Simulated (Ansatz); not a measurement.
Consider the ligand exchange at the Si–O bond: `CC[SiH2]O` + CH₃SH → `CC[SiH2]SC` + H₂O.

Program: Ansatz. Geometries: PBE0-D4/def2-TZVP. ΔE: electronic, gas phase. CCSD(T)/CBS is the MP2 limit (def2-TZVPP, def2-QZVPP) plus CCSD(T) − MP2 in def2-TZVPP, frozen cores. This one scheme is used for every species. DFT in def2-TZVPP. B3LYP here is the variant with VWN-RPA as its local correlation; programs differ in this. Each species was taken in one conformer, which may not be the lowest.

`CC[SiH2]O`:

Cartesian coordinates in Å:
```
C -0.757 -1.136 0.637
C -0.246 -0.558 -0.680
Si 0.476 1.157 -0.514
O 1.760 1.200 0.525
H -1.527 -0.499 1.082
H 0.051 -1.235 1.367
H -1.193 -2.130 0.504
H 0.516 -1.213 -1.116
H -1.058 -0.505 -1.416
H -0.594 2.082 -0.034
H 1.001 1.632 -1.819
H 1.571 1.206 1.463
```

CH₃SH:

Z-matrix (Å, degrees):
```
C
S 1 1.806
H 1 1.089 2 111.5
H 1 1.089 2 111.5 3 -123.8
H 1 1.090 2 106.2 3 118.1
H 2 1.342 1 97.1 3 61.9
```

`CC[SiH2]SC`:

Cartesian coordinates in Å:
```
C -0.368 1.674 -1.146
C -0.785 1.054 0.182
Si -1.091 -0.794 0.096
S 0.609 -1.884 -0.585
C 1.762 -1.521 0.770
H -0.188 2.748 -1.050
H -1.139 1.536 -1.908
H 0.547 1.213 -1.527
H -1.707 1.515 0.556
H -0.028 1.242 0.952
H -2.156 -1.108 -0.892
H -1.492 -1.289 1.444
H 1.341 -1.813 1.732
H 2.661 -2.109 0.587
H 2.033 -0.465 0.789
```

H₂O:

Cartesian coordinates in Å:
```
O 0.023 -0.368 0.125
H 0.652 0.101 -0.427
H -0.675 0.266 0.302
```

```json
{"level": "PBE-D4", "ΔE (kJ/mol)": "16.8", "difference from CCSD(T)/CBS": "-8.4"}
{"level": "r2SCAN-D4", "ΔE (kJ/mol)": "27.9", "difference from CCSD(T)/CBS": "2.7"}
{"level": "PBE0-D4", "ΔE (kJ/mol)": "19.4", "difference from CCSD(T)/CBS": "-5.8"}
{"level": "B3LYP-D4", "ΔE (kJ/mol)": "29.8", "difference from CCSD(T)/CBS": "4.6"}
{"level": "ωB97X-V", "ΔE (kJ/mol)": "31.2", "difference from CCSD(T)/CBS": "6.0"}
{"level": "ωB97M-V", "ΔE (kJ/mol)": "30.5", "difference from CCSD(T)/CBS": "5.3"}
{"level": "B2PLYP", "ΔE (kJ/mol)": "37.1", "difference from CCSD(T)/CBS": "11.9"}
{"level": "PBE", "ΔE (kJ/mol)": "24.3", "difference from CCSD(T)/CBS": "-0.9"}
{"level": "r2SCAN", "ΔE (kJ/mol)": "30.2", "difference from CCSD(T)/CBS": "5.0"}
{"level": "PBE0", "ΔE (kJ/mol)": "26.3", "difference from CCSD(T)/CBS": "1.1"}
{"level": "B3LYP", "ΔE (kJ/mol)": "41.6", "difference from CCSD(T)/CBS": "16.4"}
{"level": "HF/def2-TZVPP", "ΔE (kJ/mol)": "53.4", "difference from CCSD(T)/CBS": "28.2"}
{"level": "MP2/def2-TZVPP", "ΔE (kJ/mol)": "25.8", "difference from CCSD(T)/CBS": "0.6"}
{"level": "SCS-MP2/def2-TZVPP", "ΔE (kJ/mol)": "33.6", "difference from CCSD(T)/CBS": "8.4"}
{"level": "CCSD/def2-TZVPP", "ΔE (kJ/mol)": "34.7", "difference from CCSD(T)/CBS": "9.5"}
{"level": "CCSD(T)/def2-TZVPP", "ΔE (kJ/mol)": "30.3", "difference from CCSD(T)/CBS": "5.1"}
{"level": "HF/def2-QZVPP", "ΔE (kJ/mol)": "54.4", "difference from CCSD(T)/CBS": "29.2"}
{"level": "MP2/def2-QZVPP", "ΔE (kJ/mol)": "23.2", "difference from CCSD(T)/CBS": "-2.0"}
{"level": "SCS-MP2/def2-QZVPP", "ΔE (kJ/mol)": "31.0", "difference from CCSD(T)/CBS": "5.8"}
{"level": "HF/CBS(def2)", "ΔE (kJ/mol)": "54.5", "difference from CCSD(T)/CBS": "29.3"}
{"level": "MP2/CBS(def2)", "ΔE (kJ/mol)": "20.7", "difference from CCSD(T)/CBS": "-4.5"}
{"level": "CCSD/CBS(def2)", "ΔE (kJ/mol)": "29.7", "difference from CCSD(T)/CBS": "4.5"}
{"level": "CCSD(T)/CBS", "ΔE (kJ/mol)": "25.2", "difference from CCSD(T)/CBS": "0"}
```

Largest T1 diagnostic among the species: 0.010.

The D4 term adds −11.8 kJ/mol with B3LYP and −6.8 kJ/mol with PBE0; it sums over pairs of atoms, weighted by their polarisabilities, and B3LYP, whose exchange is more repulsive, gets the larger term. In def2-TZVPP, CCSD(T) changes the Hartree–Fock value by −23.2 kJ/mol (the triples alone add −4.4 kJ/mol) and MP2 by −27.7 kJ/mol.
